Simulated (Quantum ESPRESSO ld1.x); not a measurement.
Results of a calculation; reference values are marked as such.
Problem. Mn II, configuration [Ar] 3d5 4s0.5 4p0.5 (fractional occupations, a model configuration). Code: ld1.x of Quantum ESPRESSO 7.5. Model: scalar-relativistic Kohn-Sham, LDA (Slater exchange, VWN5 correlation), spin-polarised, spherical densities, point nucleus; open shells are filled with parallel spins first. Some entries of the table are withheld. Estimate them.

orbital,occ.,eigenvalue (eV),<r> (bohr)
1s up,1,-6422.543,0.06101
1s down,1,-6422.495,0.06101
2s up,1,-750.962,0.2804
2s down,1,-748.681,0.2799
2p up,3,-638.301,0.2477
2p down,3,-636.526,0.2471
3s up,1,-95.838,0.8530
3s down,1,-90.749,0.8562
3p up,3,-64.903,0.9042
3p down,3,-59.914,0.9100
3d up,5,-17.207,1.163
4s up,0.5,-13.261,2.719
3d down,0,-12.584,1.236
4s down,0,-10.848,2.907
4p up,0.5,-8.257,3.358
4p down,0,-6.492,3.753
5s up,0,(1),6.664
5s down,0,(2),7.269
4d up,0,-2.897,5.860
5p up,0,(3),8.452
4d down,0,-2.360,6.958
5p down,0,(4),9.349
4f up,0,-0.993,13.37
4f down,0,-0.957,14.38

Solution. 
(1) 5s up eigenvalue (eV): -3.635
(2) 5s down eigenvalue (eV): -3.196
(3) 5p up eigenvalue (eV): -2.411
(4) 5p down eigenvalue (eV): -2.120
